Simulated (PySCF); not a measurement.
Static response to an electric field

C₂H₈Ge₂.
Atom-mapped SMILES: `[CH2:1]=[CH:2][GeH2:3][GeH3:4]` (hydrogens: H5, H6 on C1; H7 on C2; H8, H9 on Ge3; H10, H11, H12 on Ge4)

Geometry (PBE0-D3(BJ)/def2-SVP, Å), atoms numbered from 1 in this order:
```
atom  x, y, z in Å
C1     1.5254   -1.2297    0.2574
C2     1.5247    0.0291    0.7029
Ge3    0.0481    1.2733    0.4743
Ge4   -1.8514    0.1876   -0.5602
H5     2.3830   -1.8954    0.4071
H6     0.6725   -1.6621   -0.2785
H7     2.4117    0.3993    1.2329
H8     0.5040    2.4662   -0.3938
H9    -0.3614    1.8461    1.8481
H10   -1.4849   -0.3667   -1.9502
H11   -3.0040    1.1948   -0.7299
H12   -2.3533   -0.9832    0.3062
```

Level: PBE0/def2-SVPD (PySCF), static field, nuclei fixed, core orbitals frozen in the response. The polarisability tensor in these axes (au):

```
x   99.17 -2.70  9.18
y   -2.70 96.43  6.38
z    9.18  6.38 78.70
```

**Question.** What are the eigenvalues, a third of the trace, and Δα (Δα² = ½Σ(αi − αj)² over the three pairs)?

**Answer.** Principal values 73.13, 98.48 and 102.70 au; mean 91.43 au = 13.55 Å³ = 15.08 × 10⁻⁴⁰ C²·m²/J; Δα = 27.70 au (30 % of the mean).

**Question.** What is the dipole moment, and where does it point?

**Answer.** (0.55, -0.35, 0.12) D, 0.66 D in size, pointing from the negative to the positive side. Measured along this direction, the outermost atoms are H11 at the negative end and H5 at the positive end.

**Question.** Sum over states: ᾱ = Σ f/ω², ω in Eh. What share falls to these 6 lowest TDDFT singlets (eV, f)? 6.30, 0.0020; 6.92, 0.0131; 7.03, 0.1940; 7.08, 0.0020; 7.17, 0.0384; 7.20, 0.0248.

**Answer.** They add up to 4.09 au, 4.5 % of the 91.43 au; the largest single term is 2.91 au, from the state at 7.03 eV. Terms in order: 0.04, 0.20, 2.91, 0.03, 0.55, 0.36 au. Higher excitations give the rest. The strengths listed sum to 0.274.

**Question.** Find the Langevin capture rate constant for NH4+ (18.034 u) meeting this molecule (179.905 u), k = 2.342 × 10⁻⁹ cm³/s × √(α in Å³ / reduced mass in u).

**Answer.** The reduced mass is 16.39 u, so k = 2.13 × 10⁻⁹ cm³/s. The formula leaves out the permanent dipole, which adds to the capture rate.

**Question.** In a dilute gas of rigid molecules at 273 K, how does the orientational term μ²/3kT compare with the electronic polarisability?

**Answer.** In Gaussian units μ²/3kT = 3.88 Å³ against 13.55 Å³, a ratio of 0.29; the Debye molar polarisation (4π/3)N_A(α + μ²/3kT) is 44.0 cm³/mol, leaving out the vibrational part.

Isolated species at its PBE0-D3(BJ)/def2-SVP geometry (one conformer only). The calculation is non-relativistic, for germanium too.

The run behind these numbers computed excited states as well. The run took about 60 s of CPU time (one thread, shared machine).
